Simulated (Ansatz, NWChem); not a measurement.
**Heat of formation of SiF4 (silicon tetrafluoride) from total energies**

SiF4 has 5 atoms, charge 0, and is taken as a singlet. As SMILES, `F[Si](F)(F)F`. The shape is that of a PBE0-D4/def2-TZVP optimisation.

Total energies at PBE/6-311+G** (NWChem 7.3.0); the atoms run unrestricted:

| species | state | energy (Eh) |
| --- | --- | --- |
| SiF4 | singlet | -688.721403 |
| F | doublet | -99.659855 |
| Si | triplet | -289.224841 |

Harmonic wavenumbers at PBE0-D4/def2-TZVP, in cm⁻¹: 258, 258, 381, 381, 381, 796, 1033, 1034, 1034.

Measured heats of formation of the gaseous atoms at 298.15 K, in kJ/mol: F 79.4, Si 450.0. Spin-orbit lowering of the atoms at 298 K (mean of the ground term's levels less their thermal mean, from spectra), in kJ/mol: F 1.29, Si 0.44. Take 1 Eh = 2625.50 kJ/mol, 1 cm⁻¹ = 0.0119627 kJ/mol, RT = 2.479 kJ/mol.

Q: What heat of formation follows?

A: 
1. Electronic atomisation energy: 4 × (-99.659855) + (-289.224841) − (-688.721403) = 0.857142 Eh = 2250.4 kJ/mol.
2. Zero-point energy: half the sum of the wavenumbers, 2778 cm⁻¹ = 33.2 kJ/mol.
3. Thermal vibrational enthalpy, Σ hcν̃/(exp(hcν̃/kT) − 1): 5.5 kJ/mol. Translation, rotation and pV of a non-linear molecule: 4 RT = 9.9 kJ/mol.
4. The 5 free atoms carry 5/2 RT each: 31.0 kJ/mol.
5. Spin-orbit coupling lowers the free atoms by 4 × 1.29 + 0.44 = 5.6 kJ/mol.
6. Atomisation enthalpy at 298 K: 2250.4 − 5.6 − 33.2 − 5.5 − 9.9 + 31.0 = 2227.2 kJ/mol.
7. Sum of the atoms' heats of formation: 767.6 kJ/mol. Heat of formation: 767.6 − 2227.2 = -1459.6 kJ/mol.

The tabulated value is -1614.9 kJ/mol (NIST-JANAF tables; in doubt, as an older value, an estimate or one at odds with other calculations), so this level is off by +155.3 kJ/mol, or 6.5 % of the atomisation enthalpy that the table implies (2382.4 kJ/mol). Anharmonicity and any spin-orbit splitting of the molecule are left out.
